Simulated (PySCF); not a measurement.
# `CCc1nc(C)nnc1C`: 4 charge schemes on one density

Compound: C7H11N3.
Numbering: `[CH3:1][CH2:2][c:3]1[n:4][c:5]([CH3:6])[n:7][n:8][c:9]1[CH3:10]` (hydrogens: H11, H12, H13 on C1; H14, H15 on C2; H16, H17, H18 on C6; H19, H20, H21 on C10)

Geometry (GFN2-xTB, Å), atoms numbered from 1 in this order:
```
atom  x, y, z in Å
C1    -2.162   -0.802   -1.118
C2    -1.461   -1.028    0.225
C3    -0.184   -0.250    0.270
N4     0.904   -0.853   -0.171
C5     2.035   -0.142   -0.191
C6     3.269   -0.817   -0.680
N7     2.123    1.118    0.198
N8     1.062    1.719    0.654
C9    -0.099    1.088    0.712
C10   -1.255    1.857    1.258
H11   -1.517   -1.125   -1.932
H12   -3.087   -1.372   -1.158
H13   -2.397    0.250   -1.263
H14   -1.221   -2.087    0.327
H15   -2.117   -0.726    1.042
H16    3.955   -0.080   -1.088
H17    3.757   -1.321    0.153
H18    3.011   -1.562   -1.427
H19   -0.923    2.861    1.507
H20   -1.642    1.375    2.154
H21   -2.060    1.915    0.527
```

Density: PBE0/pcSseg-1 (PySCF); schemes: Mulliken, IAO, Hirshfeld and ESP-fitted. The structure is a single GFN2-xTB conformer in the gas phase; no vibrational or solvent corrections.

Q: Do the Mulliken, IAO, Hirshfeld and ESP-fitted schemes agree on where the charge is highest?

A: All schemes agree: Mulliken C5 (+0.174); IAO C5 (+0.243); Hirshfeld C5 (+0.120); ESP-fitted C5 (+1.073).

Q: Which atoms carry the lowest charge in the Mulliken, IAO, Hirshfeld and ESP-fitted schemes?

A: The schemes don't all agree: Mulliken N4 (-0.423); IAO C6 (-0.440); Hirshfeld N4 (-0.148); ESP-fitted C6 (-0.754).

Q: What partial charge does each atom carry?

A: In e:

```tsv
atom	environment	Mulliken	IAO	Hirshfeld	ESP-fitted
C1	methyl carbon	-0.280	-0.410	-0.111	-0.124
C2	benzylic-type carbon	-0.134	-0.271	-0.069	-0.079
C3	substituted aromatic carbon	+0.027	+0.148	+0.083	+0.234
N4	pyridine-type nitrogen	-0.423	-0.299	-0.148	-0.738
C5	substituted aromatic carbon	+0.174	+0.243	+0.120	+1.073
C6	benzylic-type carbon	-0.146	-0.440	-0.122	-0.754
N7	pyridine-type nitrogen	-0.251	-0.195	-0.122	-0.523
N8	pyridine-type nitrogen	-0.218	-0.141	-0.095	-0.275
C9	substituted aromatic carbon	-0.052	+0.085	+0.055	+0.485
C10	benzylic-type carbon	-0.156	-0.436	-0.118	-0.597
H11	methyl hydrogen	+0.129	+0.150	+0.043	+0.069
H12	methyl hydrogen	+0.125	+0.148	+0.047	+0.055
H13	methyl hydrogen	+0.117	+0.137	+0.039	+0.016
H14	methylene hydrogen	+0.141	+0.162	+0.048	+0.083
H15	methylene hydrogen	+0.125	+0.141	+0.045	+0.028
H16	methyl hydrogen	+0.135	+0.167	+0.051	+0.172
H17	methyl hydrogen	+0.141	+0.166	+0.055	+0.189
H18	methyl hydrogen	+0.130	+0.164	+0.049	+0.197
H19	methyl hydrogen	+0.141	+0.173	+0.052	+0.143
H20	methyl hydrogen	+0.140	+0.155	+0.051	+0.158
H21	methyl hydrogen	+0.136	+0.152	+0.049	+0.186
```

Mean size of the charges over all atoms: ESP-fitted 0.294 e, IAO 0.209 e, Mulliken 0.158 e, Hirshfeld 0.075 e. Each set sums to the total charge, 0, to within 0.001 e. The Mulliken scheme counts on each atom the diagonal of the density matrix times the overlap matrix over that atom's basis functions. The Hirshfeld scheme divides the density at each point in proportion to the densities of the neutral, spherically averaged free atoms.

Q: How many electrons does the IAO scheme count on C9?

A: Z − q = 6 − (+0.085) = 5.915.

Q: How closely do the schemes follow one another over all atoms?

A: Correlation coefficient and root-mean-square difference: IAO with Hirshfeld 0.95, 0.156 e; Mulliken with Hirshfeld 0.92, 0.107 e; Hirshfeld with ESP-fitted 0.88, 0.337 e; Mulliken with IAO 0.88, 0.113 e; IAO with ESP-fitted 0.79, 0.265 e; Mulliken with ESP-fitted 0.72, 0.305 e.
